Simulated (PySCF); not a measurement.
A calculated (UHF, PySCF 2.14, x2c-QZVPPall, the spin-free X2C one-electron Hamiltonian (Gaussian nucleus)) atom or ion has these occupied shells.

```
shell  electrons  orbital energy (eV)  rms radius, mean of both spins (bohr)
 1s α          1              -6593.9                                 0.0703
 1s β          1              -6593.9                                 0.0703
 2s α          1              -799.61                                  0.302
 2s β          1              -796.98                                  0.302
 2p α          3              -673.28                                  0.273
 2p β          3              -670.71                                  0.273
 3s α          1              -104.84                                  0.921
 3s β          1              -96.263                                  0.921
 3p α          3              -68.216                                  0.999
 3p β          3              -57.941                                  0.999
 3d α          5              -11.320                                   1.51
 4s α          1               -6.291                                   3.80
 3d β          1               -5.992                                   1.51
```

Task: Name the element and its charge.

Result: Mn (manganese, neutral), in [Ar] 3d6 4s1, high-spin 6D determinant (an excited configuration).
